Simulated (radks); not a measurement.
The numbers below are computed, except where a source is named.
Spherical quantum dot in the effective-mass picture: electrons in a parabolic well V = omega^2 r^2 / 2 with omega = 1.86, with a point charge +1 (a donor) at the centre, all in effective atomic units (hartree* = m*/eps^2 hartree, bohr* = eps/m* bohr), one dielectric constant everywhere. Level of theory: non-relativistic Kohn-Sham, LDA (Slater exchange, Perdew-Wang correlation), spin-polarised, spherical densities (a radial shooting solver with Libxc functionals). Levels are named by radial order and angular momentum (1s, 1p, 1d, 2s, ...), and open shells are averaged over m. Each electron was tried in the lowest free levels, single moves between levels near the top were tried too, and the lowest total energy was kept; such a search can miss a lower state. At N = 1 the Hartree and exchange-correlation terms need not cancel, so that row can carry a self-interaction error.

N,open shells,2S,mu = E(N) - E(N-1) (hartree*),addition energy mu(N+1) - mu(N) (hartree*),rms radius (bohr*)
1,"1s(up 1, down 0)",1,1.1350,1.189,0.7732
2,none,0,2.3242,2.976,0.8201
3,"1p(up 1, down 0)",1,5.3005,0.6827,0.9627
4,"1p(up 2, down 0)",2,5.9832,0.6928,1.039
5,"1p(up 3, down 0)",3,6.6760,0.8782,1.092
6,"1p(up 3, down 1)",2,7.5543,0.6336,1.136
7,"1p(up 3, down 2)",1,8.1879,0.6401,1.173
8,none,0,8.8280,1.899,1.206
9,"2s(up 1, down 0)",1,10.727,0.6508,1.255
10,none,0,11.377,0.6949,1.297
11,"1d(up 1, down 0)",1,12.072,0.5400,1.334
12,"1d(up 2, down 0)",2,12.612,0.5372,1.367
13,"1d(up 3, down 0)",3,13.149,0.5335,1.396
14,"1d(up 4, down 0)",4,13.683,0.5293,1.424
15,"1d(up 5, down 0)",5,14.212,0.6582,1.449
16,"1d(up 5, down 1)",4,14.870,0.5061,1.473
17,"1d(up 5, down 2)",3,15.376,0.5042,1.495
18,"1d(up 5, down 3)",2,15.881,0.5014,1.517
19,"1d(up 5, down 4)",1,16.382,0.4981,1.537
20,none,0,16.880,1.711,1.557
21,"1f(up 1, down 0)",1,18.591,0.4563,1.582
22,"1f(up 2, down 0)",2,19.048,0.4543,1.605
23,"1f(up 3, down 0)",3,19.502,0.4521,1.627
24,"1f(up 4, down 0)",4,19.954,0.4498,1.648
25,"1f(up 5, down 0)",5,20.404,0.4473,1.668
26,"1f(up 6, down 0)",6,20.851,0.4448,1.688
27,"1f(up 7, down 0)",7,21.296,0.5566,1.706
28,"1f(up 7, down 1)",6,21.853,0.4321,1.724
29,"1f(up 7, down 2)",5,22.285,0.4306,1.741
30,"1f(up 7, down 3)",4,22.716,0.4288,1.758
31,"1f(up 7, down 4)",3,23.144,0.4269,1.774
32,"1f(up 7, down 5)",2,23.571,0.4249,1.790
33,"1f(up 7, down 6)",1,23.996,0.4229,1.805
34,none,0,24.419,0.5304,1.820
35,"2p(up 1, down 0)",1,24.950,0.4297,1.834
36,"2p(up 2, down 0)",2,25.379,0.4285,1.848
37,"2p(up 3, down 0)",3,25.808,0.4861,1.862
38,"2p(up 3, down 1)",2,26.294,0.4211,1.876
39,"2p(up 3, down 2)",1,26.715,0.4201,1.890
40,none,0,27.135,1.216,1.903
41,"1g(up 1, down 0)",1,28.351,-,1.918

All shells are closed at N = 2, 8, 10, 20, 34, 40 (there: 1s2 1p6 1d10 2s2 1f14 2p6); the second difference of the energy has clear peaks (12 % above both neighbours; the first and last values, which can be the largest, are not judged, and half-filled shells can peak too) at N = 2, 5, 8, 15, 20, 27, 34, 37.
